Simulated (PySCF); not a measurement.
NbOCl3, SMILES [O]=[Nb]([Cl])([Cl])[Cl], multiplicity 1. Atoms are numbered in the order given.

```xyz
5

Nb     0.0000     0.0000    -0.2178
O      0.0000     0.0000    -1.8904
Cl     1.8832     1.0873     0.4717
Cl    -1.8832     1.0873     0.4717
Cl     0.0000    -2.1745     0.4717
```

The structure is a stationary point at PBE0-D3(BJ)/def2-SVP. The spin state was assumed, not searched. The isomer is the one that the SMILES or the coordinates give; other isomers of the formula were not compared. The def2 effective core potentials stand for the cores of Nb; spin–orbit coupling is left out.

These are PySCF with PBE/def2-TZVP values and carry that method's errors.

ESP charges are fitted to the potential on shells at 1.4 to 2.0 van der Waals radii. Atomic charges (e):

| atom | Löwdin | ESP fit |
|---|---|---|
| Nb1 | -0.20 | 0.51 |
| O2 | -0.19 | -0.24 |
| Cl3 | 0.13 | -0.09 |
| Cl4 | 0.13 | -0.09 |
| Cl5 | 0.13 | -0.09 |
